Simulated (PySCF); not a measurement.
Coordinates in bohr (charge 0 multiplicity 1):
```
Bi    0.0000    0.0000   -1.9260
O     0.0000    0.0000   -5.5326
I     0.0000    0.0000    3.8689
```

These are results of PySCF, PBE0, basis Bi def2-TZVP with ECP60, O def2-TZVP, I def2-TZVP with ECP28 (scalar-relativistic core potentials, no spin–orbit coupling, density fitting), not measurements.

This geometry of BiOI is a stationary point at this level.

**Question.** What is the point group?

**Answer.** C∞v.

**Question.** Is it a minimum?

**Answer.** No: it has 2 imaginary modes (one degenerate set), at 186i cm⁻¹ (π).

**Question.** List the harmonic modes with their infrared intensities.

**Answer.** 
```tsv
symmetry	ω (cm⁻¹)	IR (km/mol, summed over degenerate members)
π	186i	–
σ+	127	18.0
σ+	779	185
```

**Question.** What are the dipole moment and the gap between the highest occupied and lowest empty levels?

**Answer.** 1.24 D and 2.54 eV.

In C∞v the vibrations span π + 2σ+.

This need not be the most stable arrangement of these atoms. At this level a singlet minimum of Cs symmetry lies 137 kJ/mol below this structure. No spin–orbit coupling is included, which matters more the heavier the element.
